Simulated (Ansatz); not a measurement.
`C=[CH][SnH3]` + `[SiH3]`• → `C=[CH][SnH2]`• + SiH₄ at 500 K and 1 bar (hydrogen abstraction from the Sn–H bond).

Calculated with Ansatz (gas phase, PBE0-D4/def2-TZVP geometries, no zero-point term in ΔE). CBS: MP2 limit from def2 TZ/QZ plus the TZ coupled-cluster correction, frozen cores. This one scheme is used for every species. Open shells (•) are unrestricted, without spin–orbit coupling. Elements past krypton have def2 core potentials. For Sn outer-core shells are correlated without core-valence functions, which leaves a few kJ/mol of doubt a bond.

```json
{"species": "`C=[CH][SnH3]`", "CCSD(T)/CBS energy (Eh)": "-293.68430", "H − E (kJ/mol)": "200.1", "S (J/(mol·K))": "366.8"}
{"species": "`[SiH3]`•", "CCSD(T)/CBS energy (Eh)": "-290.80808", "H − E (kJ/mol)": "75.1", "S (J/(mol·K))": "240.4"}
{"species": "`C=[CH][SnH2]`•", "CCSD(T)/CBS energy (Eh)": "-293.05500", "H − E (kJ/mol)": "176.2", "S (J/(mol·K))": "362.4"}
{"species": "SiH₄", "CCSD(T)/CBS energy (Eh)": "-291.46306", "H − E (kJ/mol)": "102.4", "S (J/(mol·K))": "230.9"}
```

H − E and S are ideal-gas, rigid-rotor, harmonic terms from PBE0-D4/def2-TZVP, for one conformer and one mirror image of each species, with the whole ground term of open shells counted as degenerate. 1 Eh = 2625.50 kJ/mol, R = 8.31446 J/(mol·K).

Question: By hand: ΔE, ΔH, ΔS and ΔG.

Answer: ΔE = (-293.05500) + (-291.46306) − (-293.68430) − (-290.80808) = -0.02568 Eh = -67.4 kJ/mol. Δ(H − E) = 176.2 + 102.4 − 200.1 − 75.1 = 3.4, so ΔH = -64.0 kJ/mol. ΔS = 362.4 + 230.9 − 366.8 − 240.4 = -13.9 J/(mol·K). ΔG = -64.0 − 500 × (-13.9)/1000 = -57.0 kJ/mol.

Question: By hand: the equilibrium constant, and the temperature at which ΔG would vanish if ΔH and ΔS stayed fixed.

Answer: log₁₀ K = −ΔG/(RT ln 10) = 6.0. ΔG = 0 at ΔH/ΔS = 4604 K, far beyond where these terms or the molecules hold.

The number of gas molecules stays the same, so ΔS is small and ΔH decides. A doubt of 5 kJ/mol in ΔE shifts log₁₀ K by 0.5 here. Other conformers and mirror images would add mixing entropy, several J/(mol·K) or more a flexible species. These are equilibria of isolated gas molecules and say nothing of rates. Largest T1 diagnostic: 0.023 (customary marks: 0.02 for closed shells, 0.045 for open ones).
